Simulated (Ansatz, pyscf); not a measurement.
`[BH]=[O]` → `[B][OH]` [singlet], a hydrogen shift on the singlet surface: B–H broken, H–O formed. Optimised with ωB97X-D3(BJ)/def2-SVP in PySCF. Wave-function energies: Ansatz (an electronic-structure program), frozen core, RHF or UHF references. In kcal/mol, from the reactant's lowest minimum found.

```tsv
level	barrier	reaction energy
r²SCAN/def2-TZVP	73.36	+48.70
B3LYP-D3(BJ)/def2-TZVP	75.56	+47.97
CCSD(T)/6-31G	85.40	+53.16
CCSDT(Q)/6-31G	84.92	+53.33
full CI/6-31G	84.92	+53.27
CCSD(T)/cc-pV(D+d)Z	76.23	+47.15
CCSDT(Q)/cc-pV(D+d)Z	75.79	+47.36
CCSDTQ/cc-pV(D+d)Z	75.82	+47.27
CCSD(T)/cc-pV(T+d)Z	73.96	+44.21
CCSD(T)/cc-pV(Q+d)Z	74.16	+44.64
```

In cc-pV(D+d)Z, going from CCSD(T) to CCSDTQ shifts the barrier by -0.41 and the reaction energy by +0.12 kcal/mol. Against full CI in 6-31G, the error of the barrier is +0.48 for CCSD(T) and 0.00 for CCSDT(Q). With HF in the quadruple-zeta basis and the correlation energy extrapolated as X⁻³ from X = 3, 4, CCSD(T) gives 74.38 and +45.00; adding the double-zeta shift gives ΔE‡ = 73.97 and ΔE = +45.12 kcal/mol, without core correlation, relativity or geometry relaxation at these levels. The CCSD(T) − MP2 part came from Ansatz, without density fitting, on the same reference.
